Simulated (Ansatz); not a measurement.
System: MgI, charge 0, multiplicity 2. SMILES: [Mg][I]
Coordinates optimised at B3LYP-D3(BJ)/def2-TZVP (Ansatz, a program for electronic structure):
```
Mg
I 1 2.6066
```
Charge 0, spin multiplicity 2.

Parts of the frozen-core correlation energy in def2-SVP (Ansatz, hartree). Frozen orbitals: 14; correlated occupied orbitals by spin: 5 and 4; virtual: 25 and 26. UHF or UKS for open shells. Spin-orbit coupling is left out. In def2 rows, elements after Kr have scalar-relativistic effective core potentials.

```csv
term,value
reference (HF),-496.25595
MP2 opposite-spin,?
MP2 same-spin,-0.02994
CCSD correlation,?
(T),?
CCSDT minus CCSD(T),-0.00038
CCSDT(Q) minus CCSD(T),-0.00067
T1 diagnostic,0.015
largest doubles amplitude,0.034
<S^2> of the reference,0.752
```

Fill in the missing entries.


- MP2 opposite-spin, value: -0.07820
- CCSD correlation, value: -0.11965
- (T), value: -0.00259
